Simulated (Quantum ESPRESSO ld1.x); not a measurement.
Species: neutral terbium. Configuration: [Kr] 4d10 4f9.5 5s1.5 5p6 6s2 (fractional occupations, a model configuration). Calculated with ld1.x of Quantum ESPRESSO 7.5: Dirac Kohn-Sham, revPBE, spin-unpolarised, spherical densities, point nucleus; open shells are shared between the two j in proportion to 2j + 1.

Spin-orbit splittings of the eigenvalues, e(l+1/2) - e(l-1/2), with zeta = 2 splitting/(2l+1) and mean radii in bohr:

| shell | occ. | splitting (eV) | zeta (eV) | <r> j=l-1/2 | <r> j=l+1/2 |
|---|---|---|---|---|---|
| 2p | 6 | 746.6 | 497.7 | 0.07589 | 0.08284 |
| 3p | 6 | 154.2 | 102.8 | 0.2286 | 0.2418 |
| 3d | 10 | 33.64 | 13.45 | 0.2140 | 0.2182 |
| 4p | 6 | 34.23 | 22.82 | 0.5532 | 0.5834 |
| 4d | 10 | 6.171 | 2.469 | 0.6186 | 0.6294 |
| 4f | 9.5 | 0.7634 | 0.2181 | 0.9194 | 0.9456 |
| 5p | 6 | 4.337 | 2.891 | 1.504 | 1.609 |
| 5d | 0 | 0.1906 | 0.07623 | 3.328 | 3.507 |
| 6p | 0 | 0.2009 | 0.1339 | 5.764 | 6.180 |
